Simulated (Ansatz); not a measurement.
`C=C[N](C)[GeH3]`, relaxed with RKS PBE0-D4/def2-TZVP in Ansatz 0.2.0 from a PBE-D4/def2-SVP geometry. The force threshold is 0.005 eV/Å; the program also tests the step.

The species carries charge 0 and has multiplicity 1.

Start:

```xyz
14

C    -1.157   -1.904    0.067
C    -0.937   -0.635   -0.362
N     0.109    0.204   -0.007
C     1.097   -0.296    0.929
Ge    0.215    1.911   -0.754
H    -2.036   -2.450   -0.299
H    -0.494   -2.422    0.774
H    -1.651   -0.183   -1.074
H     1.606   -1.207    0.537
H     1.870    0.472    1.125
H     0.631   -0.574    1.902
H     0.355    1.808   -2.299
H     1.465    2.565   -0.122
H    -1.074    2.710   -0.417
```

**Question.** How much energy does the relaxation release, and in how many steps? (Estimate.)

**Answer.** Computed: 8.15 kJ/mol, in 23 steps.

**Question.** Which bonds change most? (An estimate is asked.)

**Answer.** Computed: N3–Ge5 from 1.866 to 1.844 Å; Ge5–H14 from 1.554 to 1.534 Å; C1–C2 from 1.357 to 1.338 Å; C4–H11 from 1.115 to 1.096 Å.

**Question.** Give the relaxed structure. (Best estimate.)

**Answer.** Ansatz gave: 
```xyz
14

C    -1.193   -1.840    0.132
C    -1.052   -0.544   -0.168
N     0.026    0.260    0.116
C     1.146   -0.343    0.794
Ge    0.244    1.872   -0.752
H    -2.117   -2.345   -0.117
H    -0.424   -2.420    0.624
H    -1.865   -0.027   -0.674
H     1.618   -1.133    0.195
H     1.900    0.413    1.022
H     0.820   -0.792    1.739
H     1.071    1.713   -2.045
H     0.990    2.802    0.217
H    -1.164    2.383   -1.082
```
